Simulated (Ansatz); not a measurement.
Species: H$_{2}$F$_{2}$Si, SMILES `F[SiH2]F` (charge 0, multiplicity 1).

**Question.** Give a relaxed geometry from B3LYP-D3(BJ)/def2-TZVP (Ansatz, a first-principles code).

**Answer.** the end point of this relaxation (outside a Z-matrix the atoms follow the SMILES, hydrogens last).
Cartesian coordinates (Å) in one orientation:
```xyz
5

F     -0.987     1.195    -0.164
Si    -0.016    -0.055     0.005
F      1.481     0.486     0.024
H     -0.179    -0.933    -1.163
H     -0.298    -0.694     1.298
```
